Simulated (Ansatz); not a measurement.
`N=[CH][AlH2]` and `N=[C]([AlH2])[SiH3]` differ in one atom or group.

Ansatz, PBE0-D4/def2-TZVP geometries, multiplicity 1. Each molecule was computed in one conformer, which needn't be the lowest.

```csv
property,`N=[CH][AlH2]`
HOMO energy (ωB97M-V/def2-TZVPP) / eV,-9.28
LUMO energy (PBE0/def2-TZVPP) / eV,-2.03
LUMO energy (ωB97M-V/def2-TZVPP) / eV,-0.24
HOMO energy (PBE/def2-TZVPP) / eV,-5.61
HOMO–LUMO gap (PBE/def2-TZVPP) / eV,2.69
LUMO energy (B3LYP/def2-TZVPP) / eV,-2.26
```

Q: Give the same properties after the change, and the shifts. (An estimate is asked.)

A: Computed: 
```
                             property  `N=[C]([AlH2])[SiH3]`  shift
HOMO energy (ωB97M-V/def2-TZVPP) / eV                  -8.74   0.54
   LUMO energy (PBE0/def2-TZVPP) / eV                  -2.31  -0.28
LUMO energy (ωB97M-V/def2-TZVPP) / eV                  -0.52  -0.28
    HOMO energy (PBE/def2-TZVPP) / eV                  -5.28   0.33
  HOMO–LUMO gap (PBE/def2-TZVPP) / eV                   2.09  -0.60
  LUMO energy (B3LYP/def2-TZVPP) / eV                  -2.52  -0.26
```

With PBE0 the HOMO rises by 0.46 eV and the LUMO falls by 0.28 eV, so the gap narrows by about 0.74 eV. PBE moves the HOMO by 0.33 eV and ωB97M-V by 0.54 eV.

B3LYP here is the variant with VWN-RPA as its local correlation; programs differ in this.
